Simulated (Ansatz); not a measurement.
Relaxation of CH$_{7}$NOS$_{2}$Si (13 atoms, charge 0, multiplicity 1), to a largest force component of 0.015 eV/Å in at most 40 steps.

Method: Ansatz, RKS PBE0-D4/def2-SVP.

```xyz
13
Properties=species:S:1:pos:R:3
C -0.284 -1.458 1.089
O -0.618 -0.595 -0.046
Si -1.113 -1.308 -1.440
N -2.627 -0.667 -1.806
S 0.197 -0.862 -3.034
S 1.977 -1.595 -2.272
H -0.028 -0.813 1.957
H 0.495 -2.122 0.842
H -1.236 -1.954 1.369
H -1.300 -2.804 -1.227
H -3.103 -0.558 -0.899
H -2.394 0.337 -2.033
H 2.346 -0.498 -1.514
```

Where does it end, and by what steps?

The forces met the threshold. After 18 steps the energy has fallen by 0.603 eV; H9 moved furthest, 0.88 Å.

| step | energy less start (eV) | largest force component (eV/Å) | accepted |
| --- | --- | --- | --- |
| 0 | 0.0000 | 2.529 | yes |
| 1 | -0.3721 | 1.172 | yes |
| 2 | -0.4849 | 0.824 | yes |
| 3 | -0.5188 | 0.332 | yes |
| 4 | -0.5729 | 0.223 | yes |
| 5 | -0.5884 | 0.176 | yes |
| 6 | -0.5964 | 0.142 | yes |
| 7 | -0.5986 | 0.091 | yes |
| 8 | -0.5963 | 0.569 | no |
| 9 | -0.6001 | 0.043 | yes |
| 10 | -0.6006 | 0.142 | yes |
| 11 | -0.6019 | 0.059 | yes |
| 12 | -0.6025 | 0.046 | yes |
| 13 | -0.6029 | 0.029 | yes |
| 14 | -0.6031 | 0.023 | yes |
| 15 | -0.6033 | 0.030 | yes |
| 16 | -0.6033 | 0.029 | yes |
| 17 | -0.6032 | 0.064 | no |
| 18 | -0.6034 | 0.009 | yes |

```xyz
13
Properties=species:S:1:pos:R:3
C -0.045 -1.485 1.120
O -0.560 -0.727 0.061
Si -1.273 -1.290 -1.325
N -2.593 -0.366 -1.890
S 0.126 -1.123 -2.957
S 1.888 -1.704 -1.988
H -0.196 -0.936 2.064
H 1.035 -1.667 0.988
H -0.542 -2.468 1.213
H -1.730 -2.685 -1.064
H -3.533 -0.529 -1.550
H -2.468 0.581 -2.227
H 2.203 -0.497 -1.460
```

Run time: 77 s on 2 threads of Intel(R) Xeon(R) Platinum 8488C (Sapphire Rapids) (shared host), peak memory 0.36 GiB.
